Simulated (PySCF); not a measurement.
H2Cl3FOSi2 (SMILES F[SiH2]O[Si](Cl)(Cl)Cl), singlet, at a GFN2-xTB geometry; CASSCF(8,8)/STO-3G run with PySCF.

PySCF was given this input:
```python
from pyscf import gto, scf, mcscf
import numpy

mol = gto.M(
    atom='''
Si    2.20010576   -0.71201839    1.04202730
F     3.06911106    0.50857282    0.48284676
O     0.71986802   -0.53887916    0.40289351
Si   -0.65265610    0.03475282   -0.21129050
Cl   -1.68400237   -1.57134417   -0.81301495
Cl   -1.61373225    1.00934966    1.24915364
Cl   -0.22358027    1.24873915   -1.73884610
H     2.08305069   -0.52854441    2.47298268
H     2.73406370   -1.93051861    0.47395885
''',
    basis='sto-3g',
    verbose=4,
)

mf = scf.RHF(mol)
mf.kernel()
mc = mcscf.CASSCF(mf, 8, 8)
mc.fix_spin_(ss=0.0)
mc.kernel()
occ = numpy.linalg.eigvalsh(mc.fcisolver.make_rdm1(mc.ci, mc.ncas, mc.nelecas))[::-1]
ss = mc.fcisolver.spin_square(mc.ci, mc.ncas, mc.nelecas)[0]
print('natural occupations', occ.round(4), ' <S^2>', round(ss, 4))
```

What does PySCF print? Leave out banner, timings and long lists.


```
PySCF version 2.14.0

[INPUT] verbose = 4
[INPUT] num. atoms = 9
[INPUT] num. electrons = 98
[INPUT] charge = 0
[INPUT] spin (= nelec alpha-beta = 2S) = 0
[INPUT] symmetry False subgroup None
[INPUT] Mole.unit = angstrom
[INPUT] Symbol           X                Y                Z      unit          X                Y                Z       unit  Magmom
[...]
nuclear repulsion = 755.140848781867
number of shells = 33
number of NR pGTOs = 171
number of NR cGTOs = 57
basis = sto-3g
ecp = {}

******** <class 'pyscf.scf.hf.RHF'> ********
method = RHF
initial guess = minao
damping factor = 0
level_shift factor = 0
DIIS = <class 'pyscf.scf.diis.CDIIS'>
diis_start_cycle = 1
diis_space = 8
diis_damp = 0
SCF conv_tol = 1e-09
SCF conv_tol_grad = None
SCF max_cycles = 50
direct_scf = True
direct_scf_tol = 1e-13
Set gradient conv threshold to 3.16228e-05
Initial guess from minao.
init E= -2108.00328692852
[...]
cycle= 1 E= -2108.06020452856  delta_E= -0.0569  |g|= 0.618  |ddm|= 3.76
[...]
cycle= 2 E= -2108.21720623884  delta_E= -0.157  |g|= 0.163  |ddm|= 1.33
[...]
cycle= 3 E= -2108.22618368571  delta_E= -0.00898  |g|= 0.0355  |ddm|= 0.28
[...]
cycle= 4 E= -2108.22685173314  delta_E= -0.000668  |g|= 0.0104  |ddm|= 0.0775
[...]
cycle= 5 E= -2108.22693056161  delta_E= -7.88e-05  |g|= 0.0017  |ddm|= 0.032
[...]
cycle= 6 E= -2108.22693266658  delta_E= -2.1e-06  |g|= 0.000248  |ddm|= 0.0052
[...]
cycle= 7 E= -2108.22693271002  delta_E= -4.34e-08  |g|= 4.28e-05  |ddm|= 0.000723
[...]
cycle= 8 E= -2108.22693271138  delta_E= -1.35e-09  |g|= 9.38e-06  |ddm|= 0.000131
[...]
cycle= 9 E= -2108.22693271145  delta_E= -7.37e-11  |g|= 1.69e-06  |ddm|= 3.08e-05
[...]
Extra cycle  E= -2108.22693271145  delta_E= -3.64e-12  |g|= 7.74e-07  |ddm|= 4e-06
converged SCF energy = -2108.22693271145

******** <class 'pyscf.mcscf.mc1step.CASSCF'> ********
CAS (4e+4e, 8o), ncore = 45, nvir = 4
max_cycle_macro = 50
max_cycle_micro = 4
conv_tol = 1e-07
conv_tol_grad = None
orbital rotation max_stepsize = 0.02
orbital rotation threshold for CI restart = 0.01
augmented hessian ah_max_cycle = 30
augmented hessian ah_conv_tol = 1e-12
augmented hessian ah_linear dependence = 1e-14
augmented hessian ah_level shift = 1e-08
augmented hessian ah_start_tol = 2.5
augmented hessian ah_start_cycle = 3
augmented hessian ah_grad_trust_region = 3
kf_trust_region = 3
kf_interval = 4
ci_response_space = 4
ci_grad_trust_region = 3
with_dep4 0
natorb = False
canonicalization = True
sorting_mo_energy = False
[...]
CASCI E = -2108.23102321870  S^2 = 0.0000000
[...]
macro iter  40 ( 15 JK    4 micro), CASSCF E = -2108.26950411184  dE =  6.45359027e-04  S^2 = 0.0000000
               |grad[o]|=0.00121  |grad[c]|=0.0481  |ddm|=0.0157  |maxRot[o]|=0.094
macro iter  41 ( 21 JK    4 micro), CASSCF E = -2108.26958140129  dE = -7.72894591e-05  S^2 = 0.0000000
               |grad[o]|=0.00339  |grad[c]|=0.00459  |ddm|=0.00104  |maxRot[o]|=0.0102
macro iter  42 (  7 JK    2 micro), CASSCF E = -2108.26986429582  dE = -2.82894522e-04  S^2 = 0.0000000
               |grad[o]|=0.00223  |grad[c]|=0.00515  |ddm|=0.00274  |maxRot[o]|=0.0348
macro iter  43 (  6 JK    2 micro), CASSCF E = -2108.27005859212  dE = -1.94296309e-04  S^2 = 0.0000000
               |grad[o]|=0.00143  |grad[c]|=0.00507  |ddm|=0.00299  |maxRot[o]|=0.0352
macro iter  44 (  5 JK    2 micro), CASSCF E = -2108.27015453337  dE = -9.59412464e-05  S^2 = 0.0000000
               |grad[o]|=0.0014  |grad[c]|=0.00315  |ddm|=0.00256  |maxRot[o]|=0.0252
macro iter  45 ( 15 JK    4 micro), CASSCF E = -2108.26933325524  dE =  8.21278136e-04  S^2 = 0.0000000
               |grad[o]|=0.00131  |grad[c]|=0.0646  |ddm|=0.0206  |maxRot[o]|=0.109
macro iter  46 ( 21 JK    4 micro), CASSCF E = -2108.26944753339  dE = -1.14278159e-04  S^2 = 0.0000000
               |grad[o]|=0.00404  |grad[c]|=0.00528  |ddm|=0.00123  |maxRot[o]|=0.0133
macro iter  47 (  7 JK    2 micro), CASSCF E = -2108.26978020352  dE = -3.32670129e-04  S^2 = 0.0000000
               |grad[o]|=0.00259  |grad[c]|=0.00577  |ddm|=0.00298  |maxRot[o]|=0.0367
macro iter  48 (  6 JK    2 micro), CASSCF E = -2108.27000387756  dE = -2.23674033e-04  S^2 = 0.0000000
               |grad[o]|=0.00157  |grad[c]|=0.00536  |ddm|=0.00313  |maxRot[o]|=0.0362
macro iter  49 (  5 JK    2 micro), CASSCF E = -2108.27011484554  dE = -1.10967980e-04  S^2 = 0.0000000
               |grad[o]|=0.00148  |grad[c]|=0.00322  |ddm|=0.00259  |maxRot[o]|=0.0255
macro iter  50 (  5 JK    2 micro), CASSCF E = -2108.27019618593  dE = -8.13403954e-05  S^2 = 0.0000000
               |grad[o]|=0.00142  |grad[c]|=0.0031  |ddm|=0.00283  |maxRot[o]|=0.0253
1-step CASSCF not converged,  50 macro (669 JK 154 micro) steps
CASSCF canonicalization
Density matrix diagonal elements [1.98667188 1.98673591 1.9845571  1.98445292 0.01992336 0.01367499
 0.01183599 0.01214786]
CASSCF energy = -2108.27019618593
CASCI E = -2108.27019618593  E(CI) = -14.2321945697422  S^2 = 0.0000000
natural occupations [1.9903 1.9871 1.9861 1.981  0.0217 0.0141 0.0112 0.0086]  <S^2> 0.0
```

The run did not converge; its last values are not results.
